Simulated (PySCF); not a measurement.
H₃Sb, SMILES [SbH3+], charge +1, multiplicity 2. Geometry: PBE0-D3(BJ)/def2-TZVPD. The def2 effective core potentials stand for the cores of Sb; spin–orbit coupling is left out.

Q: Give the equilibrium geometry at PBE0-D3(BJ)/def2-TZVPD (PySCF confirms it by a frequency run) as bond lengths and angles, and its point group. (Estimate from the structure and the level; the computed values follow.)

A: point group C3v.
Atoms: Sb1 H2 H3 H4. Bonds (Å): Sb1–H2 1.677, Sb1–H3 1.677, Sb1–H4 1.677. Angles (°): H2–Sb1–H3 110.3, H2–Sb1–H4 110.3, H3–Sb1–H4 110.3.
Charge +1, spin multiplicity 2.
